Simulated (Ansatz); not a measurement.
`[SiH3][NH][SbH2]` + `NC=O` → `O=C[NH][SbH2]` + `N[SiH3]` at 500 K and 1 bar (ligand exchange at the Sb–N bond).

Isolated molecules relaxed with PBE0-D4/def2-TZVP in Ansatz; ΔE leaves out vibrations. CBS: MP2 limit from def2 TZ/QZ plus the TZ coupled-cluster correction, frozen cores. This one scheme is used for every species. def2 core potentials past Kr. For Sb outer-core shells are correlated without core-valence functions, which leaves a few kJ/mol of doubt a bond. Each species was taken in one conformer, which may not be the lowest.

| species | CCSD(T)/CBS energy (Eh) | H − E (kJ/mol) | S (J/(mol·K)) |
| --- | --- | --- | --- |
| `[SiH3][NH][SbH2]` | -587.40566 | 184.4 | 399.0 |
| `NC=O` | -169.73435 | 144.8 | 288.7 |
| `O=C[NH][SbH2]` | -410.33905 | 166.7 | 375.2 |
| `N[SiH3]` | -346.80422 | 161.3 | 303.9 |

H − E and S are ideal-gas, rigid-rotor, harmonic terms from PBE0-D4/def2-TZVP, for one conformer and one mirror image of each species. 1 Eh = 2625.50 kJ/mol, R = 8.31446 J/(mol·K).

Task: By hand: ΔE, ΔH, ΔS and ΔG.

Result: ΔE = (-410.33905) + (-346.80422) − (-587.40566) − (-169.73435) = -0.00326 Eh = -8.6 kJ/mol. Δ(H − E) = 166.7 + 161.3 − 184.4 − 144.8 = -1.2, so ΔH = -9.8 kJ/mol. ΔS = 375.2 + 303.9 − 399.0 − 288.7 = -8.6 J/(mol·K). ΔG = -9.8 − 500 × (-8.6)/1000 = -5.5 kJ/mol.

Task: By hand: the equilibrium constant, and the temperature at which ΔG would vanish if ΔH and ΔS stayed fixed.

Result: log₁₀ K = −ΔG/(RT ln 10) = 0.6. ΔG = 0 at ΔH/ΔS = 1140 K, though so small a ΔH makes that figure unsure.

TΔS isn't small against ΔH here. The sign of ΔG lies within the doubt. A doubt of 5 kJ/mol in ΔE shifts log₁₀ K by 0.5 here. Other conformers and mirror images would add mixing entropy, several J/(mol·K) or more a flexible species. These are equilibria of isolated gas molecules and say nothing of rates. Largest T1 diagnostic: 0.017 (customary marks: 0.02 for closed shells, 0.045 for open ones).
